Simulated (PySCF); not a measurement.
# From computed data to an observable: refractive index and permittivity of the vapour

4-methyl-1,3-thiazole (C₄H₅NS), SMILES Cc1cscn1.

The structure is a stationary point at PBE-D3(BJ)/def2-SVP.

PySCF with PBE/def2-TZVP gives a mean static polarisability of 70.9 bohr³ and a dipole moment of 1.22 D. Take an ideal gas at 298.15 K and 0.1 bar, whether or not the substance is that volatile.

Work out n − 1 in the optical limit and the static ε − 1.


Polarisability volume α' = 70.9 × 0.148185 = 10.51 Å³. Number density N = p/kT = 2.43e-6 Å⁻³.
Dilute limit of Lorentz–Lorenz: n − 1 = 2π N α' = 0.00016.
Orientation term of Debye: μ²/(3kT) = 8.098 Å³ × μ²(D²) = 12.05 Å³.
ε − 1 = 4π N (α' + μ²/3kT) = 0.00069. Orientation of the dipole supplies 53 % of the static response; it can't follow optical fields. Vibrational polarisation and dispersion are left out.
